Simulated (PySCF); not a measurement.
1,3-oxasiletane-2,4-dione (C₂H₂O₃Si), SMILES O=C1OC(=O)[SiH2]1. Geometry optimised at B3LYP-D3(BJ)/def2-SVP.

Computed with B3LYP-D3(BJ)/def2-SVP (PySCF 2.14.0).

Harmonic wavenumbers (cm⁻¹): 135, 340, 343, 383, 400, 550, 640, 640, 682, 686, 795, 851, 928, 1131, 1890, 1976, 2257, 2277. Rotational constants (GHz): 5.185, 2.623, 1.780; symmetry number 2.

Work out the zero-point energy and the ideal-gas rigid-rotor harmonic-oscillator thermochemistry at 298.15 K and 1 atm.

ZPE = ½ Σ hcν = ½ × 16905 cm⁻¹ = 24.17 kcal/mol. H − E(el) = 28.40 kcal/mol. Entropy in cal/(mol K): translation 39.78, rotation 25.61, vibration 9.81, total 75.20. G − E(el) = 5.98 kcal/mol. Cp = 22.77 cal/(mol K). Modes under 150 cm⁻¹ make the vibrational entropy uncertain.
